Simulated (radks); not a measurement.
Q: All-electron atom: the terbium ion Tb22+ in [Kr] 4d7. Method: Dirac Kohn-Sham, BLYP, spin-unpolarised, spherical densities, finite nucleus; open shells fill j = l - 1/2 first; Fermi nuclear charge, rms radius 5.06 fm; computed with a radial shooting solver on a logarithmic mesh with Libxc functionals.

Spin-orbit splittings of the eigenvalues, e(l+1/2) - e(l-1/2), with zeta = 2 splitting/(2l+1) and mean radii in bohr:

| shell | occ. | splitting (eV) | zeta (eV) | <r> j=l-1/2 | <r> j=l+1/2 |
|---|---|---|---|---|---|
| 2p | 6 | 746.7 | 497.8 | 0.07589 | 0.08284 |
| 3p | 6 | 155.3 | 103.6 | 0.2278 | 0.2407 |
| 3d | 10 | 33.92 | 13.57 | 0.2130 | 0.2170 |
| 4p | 6 | 40.78 | 27.19 | 0.5165 | 0.5392 |
| 4d | 7 | ? | ? | 0.5440 | 0.5507 |
| 5p | 0 | 14.07 | 9.378 | 0.9825 | 1.015 |

Estimate the 4d splitting.

A: 8.256 eV (zeta = 3.303 eV).
